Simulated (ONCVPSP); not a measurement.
## Potentials for Ta (Z = 73) compared

Generated with ld1.x 7.5 (TM, RRKJ, ultrasoft, PAW), atompaw 4.2 or ONCVPSP 4.0.1. The cutoff is in Ry: for ld1.x and atompaw files where the sum of valence levels is converged to 10 mRy in a Bessel basis, for ONCV files where the hardest occupied wave has 1 mHa per electron of residual kinetic energy. The error is the largest all-electron minus pseudo excitation energy over each file’s own four to seven test configurations (ionisations up to +4, promotions, holes and added fractions of an electron), all of which were solved. The labels leave out finer settings (local radius, basis sizes, second energies), which also bear on the numbers. Spin-polarised tests are not counted. The rows are a selection from randomly drawn settings: files with unsolved tests, undetermined cutoffs or missed reference levels are left out.

A true bound ghost makes a file unfit for plane-wave use even where its test errors are small: the radial tests pick states by their node count and pass the ghost by.

```csv
potential,cutoff (Ry),largest error (meV),bound ghosts
"ONCV, PBE, scalar-relativistic, rc 1.80/1.65/2.00/1.10 (spdf), local f, core correction yes, reference 4f14 5s2 5p6 5d3 6s2, qcut 7.2/7.6/5.5/13.5, projectors 2/2/2/0",212,-19,"s, p"
"ONCV, PBE, fully relativistic, rc 1.50/2.10/2.25/1.50 (spdf), local f, core correction no, reference 5s2 5p6 5d3 6s1.75 6p0.25, qcut 7.9/7.9/6.5/8.1, projectors 2/2/3/0",48,-144,"s, p3/2, p1/2, d3/2"
"ONCV, LDA (Perdew-Wang 92), scalar-relativistic, rc 1.60/2.00/2.50 (spd), local smoothed, core correction yes, reference 5s2 5p6 5d3 6s1 6p1, qcut 6/8.2/6.8, projectors 2/2/2",40,-10,none
"ONCV, PBE, scalar-relativistic, rc 2.40/1.60/2.55 (spd), local smoothed, core correction yes, reference 5p6 5d3, qcut 2.3/6.6/7.5, projectors 2/2/2",34,+269,none
"ONCV, LDA (Perdew-Zunger), scalar-relativistic, rc 1.95/1.85/2.10 (spd), local p, core correction yes, reference 5s2 5p6 5d3 6s2, qcut 6.3/7/5.1, projectors 2/0/2",35,+203,none
"ONCV, PBE, scalar-relativistic, rc 1.90/2.15/2.80 (spd), local smoothed, core correction yes, reference 5s2 5p6 5d3, qcut 8.3/6/5.4, projectors 2/3/2",40,+16,d
```

Task: Fill in the row for Ta: ONCV, PBE, scalar-relativistic, rc 1.40/2.45/2.25/0.70 (spdf), local smoothed, core correction yes, reference 4f14 5s2 5p6 5d3 6s1 6p1, qcut 7.6/5.3/7.5/17, projectors 3/2/2/2.

Result: cutoff 1722 Ry, largest error -214 meV, bound ghosts: s, p.
